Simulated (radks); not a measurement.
K2+, 17 electrons, occupied as [Ne] 3s2 3p5. Method: Dirac Kohn-Sham, PBE, spin-unpolarised, spherical densities, finite nucleus; open shells fill j = l - 1/2 first; Fermi nuclear charge, rms radius 3.4349 fm; computed with a radial shooting solver on a logarithmic mesh with Libxc functionals.

Radial electron density D(r) = 4 pi r^2 rho(r):

```
   r/bohr * D(r) (the largest magnitude, 22.3, reaches the edge; | marks zero)
 0.006798 |    *
 0.008642 |       *
  0.01099 |           *
  0.01385 |               *
  0.01761 |                      *
  0.02239 |                              *
  0.02824 |                                      *
   0.0359 |                                              *
  0.04527 |                                                    *
  0.05755 |                                                      *
  0.07316 |                                                  *
  0.09226 |                                            *
   0.1173 |                                       *
   0.1491 |                                       *
    0.188 |                                              *
    0.239 |                                                      *
   0.3015 |                                                      *
   0.3832 |                                           *
   0.4872 |                         *
   0.6144 |              *
    0.781 |            *
    0.985 |              *
    1.252 |              *
    1.592 |         *
    2.007 |   *
    2.552 |*
    3.244 *
    4.091 *
```

D(r) has 3 maxima, at r = 0.0553, 0.272, 1.08 bohr, and minima at 0.131, 0.727 bohr, inside which lie 2.16, 10.36 electrons.
